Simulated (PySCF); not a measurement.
# Correlation energy of H⁻ (hydrogen, charge -1)

1s2, closed-shell 1S. All numbers are calculated (PySCF 2.14, the spin-free X2C one-electron Hamiltonian (Gaussian nucleus), in aug-cc-pVDZ-DK (3s2p, 9 functions)). Frozen: nothing; 2 electrons correlated.

With two correlated electrons CCSD is exact within the correlated space (frozen core and kept virtual orbitals).

```tsv
level	correlation energy (mhartree)
CCSD	-37.25
```

Diagnostics: T1 = 0.019, D1 = 0.0269, largest double amplitude 0.174.

**Question.** Is a single reference adequate?

**Answer.** Not fully. A double-excitation amplitude exceeds 0.15, a sign of near-degeneracy.
